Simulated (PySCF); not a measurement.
Run record: geometry optimisation, BiH2(SiMe3), `[H][Bi]([H])[Si](C)(C)C`.

Method: PBE0-D3(BJ)/def2-SVP geometry optimisation, gas phase, def2 core potentials past Kr (PySCF 2.14.0). Start geometry: GFN2-xTB. The input is one job of a driver script: a line of settings, then coordinates in Å.

Input:
```
{"job": {"xc": "PBE0", "basis": "def2-SVP", "d3": "d3bj", "grid": 1, "maxiter": 30, "shake": 0.03, "kind": "geom"}, "charge": 0, "multiplicity": 1}
Bi     1.234820     1.905200     1.524580
H      2.528460     1.833120     0.376490
H      0.347350     3.127840     0.365400
Si     0.114730     0.041990     0.180920
C      0.876300    -1.659310     0.497010
C     -1.828990    -0.168060     0.704100
C      0.068740     0.312260    -1.697030
H      0.446120    -2.434380    -0.020410
H      0.867100    -1.877880     1.643040
H      1.915530    -1.621990     0.242170
H     -1.939860    -0.406170     1.798630
H     -2.380290     0.715240     0.526550
H     -2.367010    -0.971830     0.143910
H     -0.534030     1.241510    -1.938960
H      1.045840     0.383810    -2.059670
H     -0.429160    -0.455290    -2.220300
```

Output:
```
step   0  E = -624.62001263  max force = 0.074424
step   1  E = -624.64652127  max force = 0.011792
step   2  E = -624.64808513  max force = 0.006269
step   3  E = -624.64866388  max force = 0.001641
step   4  E = -624.64876592  max force = 0.000616
step   5  E = -624.64879483  max force = 0.000468
step   6  E = -624.64880372  max force = 0.000274
optimisation converged
```

Energies in Eh; «max force» is the largest Cartesian gradient component in Eh/bohr.

Question: How much energy does the optimisation release, in kcal/mol?

Answer: E(step 0) − E(last step) = 0.028791 Eh, which is 18.1 kcal/mol.

Question: Give the first gradient maximum in eV/Å.

Answer: With 1 Eh/bohr = 51.422 eV/Å, 3.827 eV/Å.

Summary of the converged run: final energy -624.64880 Eh after 6 steps; dipole 1.40 D.

The run took 39 s of wall time on one thread of an AMD EPYC 9B45, no GPU, shared host with 96 logical CPUs at a one-minute load of 9.7, and the process peaked at 0.57 GiB of memory.
Labels such as C1 count atoms from 1, the log's own numbers from 0.
